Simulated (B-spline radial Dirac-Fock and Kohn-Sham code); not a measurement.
## K-line shifts caused by a second vacancy in I⁷⁺

System: I⁷⁺, [Kr] 4d10, inside a Watson sphere of charge -7 and radius 2.7 Å (a model of the Madelung potential; inside it an electron's potential energy is raised by 37.3 eV).

Level of theory: Dirac-Fock ΔSCF + Breit + QED; a radial B-spline solver. Each two-hole energy is an average over J within one jj subconfiguration, not an observable level; in light atoms, where LS coupling holds, the j-resolved values are not observed lines, and for a K spectator the Kα1 hypersatellite is nearly forbidden. The model has no electron correlation.

Lines without a spectator: Kα2 (K-L2) 28316.5 eV, Kα1 (K-L3) 28611.4 eV, Kβ3 (K-M2) 32236.5 eV, Kβ1 (K-M3) 32293.2 eV. Shifts in eV with one spectator hole (a dash: not computed, or left out as unreliable):

```csv
spectator hole,Kα2,Kα1,Kβ3,Kβ1
K (1s),+620.4,+642.9,+793.5,+798.4
L2 (2p1/2),+69.9,+88.8,–,+185.7
L3 (2p3/2),+66.3,+67.2,+161.5,–
M2 (3p1/2),–,+10.90,+24.15,+29.12
M3 (3p3/2),+7.77,–,+24.25,+23.77
M4 (3d3/2),+1.72,-1.13,–,–
M5 (3d5/2),-1.73,+0.45,–,–
```

With n spectator holes in 2p, averaged over the 2p shell (energies in eV):

```tsv
n	KαLⁿ	step	hypersatellite KαʰLⁿ
0	28513.0	–	29148.5
1	28586.0	+72.9	29222.9
2	28660.2	+74.2	29298.7
3	28735.8	+75.6	29375.8
4	28812.7	+76.9	29454.3
5	28891.0	+78.2	29534.1
```
